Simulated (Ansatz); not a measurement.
A nudged elastic band was laid between two geometries of F2GeH2 (5 atoms, charge 0, multiplicity 1).

All numbers below come from RKS r2SCAN-D4/def2-SVP (Ansatz).

* movable images: 7
* climbing image: yes
* spring: 5.0 eV/Å²
* optimiser: quadratic models (default)
* start path: through a guess of the saddle point
* force threshold: 0.5 eV/Å
* iteration limit: 60
* end points: relaxed

Image 0:

```xyz
5
Properties=species:S:1:pos:R:3
Ge 0.202 0.058 0.241
H 0.211 -0.064 1.763
F 1.844 0.011 -0.305
H -0.475 1.262 -0.409
F -0.529 -1.373 -0.402
```

Image 8:

```xyz
5
Properties=species:S:1:pos:R:3
Ge -0.594 0.641 0.643
H 1.100 -0.793 0.336
F 1.570 0.009 0.610
H -0.387 1.170 -0.856
F -0.435 -1.132 0.154
```

Question: What changes between the two ends?

Answer: Bonds broken: Ge1–H2, Ge1–F3. Bonds formed: H2–F3. F2GeH2 becomes FGeH + FH.

Question: What energy profile does the band end with?

Answer: The run converged. The highest image is number 3 of 0 to 8, 245.3 kJ/mol above the first end and 103.6 kJ/mol above the last; the last end lies 141.6 kJ/mol above the first. The threshold of 0.5 eV/Å is loose, so the images may lie well off the minimum-energy path. Neighbouring images differ by up to 1.2 eV, so the band resolves the path poorly. Another band between the same ends (7 images) ends at a top of the same energy, where a vibrational analysis finds 1 clearly imaginary mode. The orbitals stay closed-shell, which can raise the energy where a bond breaks towards radicals; this wasn't checked here.

```
image  path coordinate (Å)  energy (kJ/mol)  Ge1–H2 (Å)  Ge1–F3 (Å)  H2–F3 (Å)
    0                 0.00              0.0        1.53        1.73       2.64
    1                 0.43             33.9        1.52        1.73       2.22
    2                 0.85            151.2        1.52        1.81       1.75
    3                 1.28            245.3        1.64        2.01       1.29
    4                 1.75            185.1        2.11        2.29       0.95
    5                 2.23            170.0        2.60        2.35       0.93
    6                 2.71            164.6        2.68        2.34       0.93
    7                 3.20            152.6        2.55        2.34       0.94
    8                 3.68            141.6        2.24        2.26       0.97
```

Question: What is the geometry of the highest image?

Answer: 
```xyz
5
Properties=species:S:1:pos:R:3:forces:R:3
Ge -0.259 0.098 0.350 0.13 -0.14 0.04
H 0.984 -0.073 1.412 -0.07 0.03 -0.13
F 1.743 -0.016 0.366 -0.04 0.03 0.07
H -0.567 1.223 -0.677 0.00 0.00 -0.01
F -0.647 -1.338 -0.564 -0.03 0.08 0.04
```

The run took 3.4 min on 1 thread of Intel(R) Xeon(R) Platinum 8488C (Sapphire Rapids), on a shared host, peak memory 0.14 GiB.
